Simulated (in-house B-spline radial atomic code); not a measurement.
Settings and results of a run for neutral xenon. Computed with an all-electron radial atomic-structure program (B-spline basis): Dirac-Kohn-Sham BHandHLYP, spherical fractional occupations, exact exchange averaged over the configuration, Fermi nucleus of rms radius 4.7859 fm.

Command:
```bash
python run_scf.py task.json out
```
Settings (nuclear radius in fm, mass in u):
```
Z                54
configuration    [Kr] 4d10 5s2 5p6
hamiltonian      dirac
method           bhandhlyp
spin_polarised   False
nucleus          fermi
rms_radius       4.7859
atomic_mass      131.90416
speed_of_light   137.035999084
exact_exchange   averaged over the configuration
```

Output (hartree, bohr):
```
 radial grid: 77 intervals, B-splines of order 8, outer radius 50 bohr

 iter        energy (Eh)    residual
    1       -7446.607904    5.62e-01
    2       -7448.226556    2.23e-01
    3       -7450.106176    2.99e-02
    4       -7450.156443    6.82e-03
    5       -7450.157737    2.67e-03
    6       -7450.158184    5.45e-04
    7       -7450.158189    1.59e-04
    8       -7450.158190    1.15e-05
    9       -7450.158190    1.68e-06
   10       -7450.158190    7.50e-08

 total energy                     -7450.15819
 kinetic                            7913.6174
 electron-nucleus                 -18113.9836
 Hartree                            2937.5860
 exact exchange                      -92.0541
 exchange-correlation                -95.3239

 first-order corrections (not in the total)
   Gaunt                             6.4445
   retardation                      -0.6663
   frequency dependence             -0.0641
   self-energy                       4.3924
   Uehling                          -0.6091
   Wichmann-Kroll                    0.0144
   recoil                            0.0208

 orbital      occ     eigenvalue          <r>       <r^2>       <1/r>     <1/r^3>       <r^4>       r_max    small
 1s1/2      2.000     -1269.7958    0.0266534 0.000963588     58.1105           -  2.4354e-06     0.01715  3.96e-02
 2s1/2      2.000      -199.4400       0.1141   0.0154158        13.6           - 0.000410818     0.09704  8.52e-03
 2p1/2      2.000      -187.1209     0.096251   0.0114034     13.5637           - 0.000262628     0.07442  8.53e-03
 2p3/2      4.000      -175.1649     0.102017    0.012681     12.4699     5634.52 0.000317302     0.07929  8.08e-03
 3s1/2      2.000       -41.5989     0.305374    0.106706      4.8708           -   0.0173221      0.2787  2.55e-03
 3p1/2      2.000       -36.4594     0.295722    0.101626     4.77689           -   0.0164735      0.2655  2.49e-03
 3p3/2      4.000       -34.1584     0.307225    0.109479     4.50836     1101.93   0.0190352      0.2762  2.37e-03
 3d3/2      4.000       -25.1660     0.278288   0.0916006     4.35865     174.122   0.0152738      0.2241  2.24e-03
 3d5/2      6.000       -24.6832     0.281931   0.0938707     4.28959     160.609   0.0159793      0.2272  2.20e-03
 4s1/2      2.000        -7.8508     0.716878    0.580051     1.95934           -    0.493118      0.6611  7.29e-04
 4p1/2      2.000        -5.9893     0.746553    0.634353      1.8501           -    0.609134      0.6773  6.67e-04
 4p3/2      4.000        -5.5274     0.773438    0.680742     1.76568     216.108    0.702027      0.7009  6.31e-04
 4d3/2      4.000        -2.4805     0.870433    0.883758     1.52157     26.5944     1.32107      0.7439  4.89e-04
 4d5/2      6.000        -2.4051     0.881276    0.905876     1.49951     24.2878     1.38916      0.7524  4.79e-04
 5s1/2      2.000        -0.8816      1.87994     4.00588    0.694957           -     24.9212       1.632  1.25e-04
 5p1/2      2.000        -0.4247       2.2326     5.74067    0.581803           -     55.0818       1.852  8.88e-05
 5p3/2      4.000        -0.3748      2.34898     6.36711    0.550332     20.8411     68.3827       1.935  8.01e-05
```

Run time, properties included: 2.2 s on 1 thread of Intel(R) Xeon(R) Platinum 8488C, on a shared host.

For the Dirac Hamiltonian the kinetic term is c α·p + (β - 1)c².
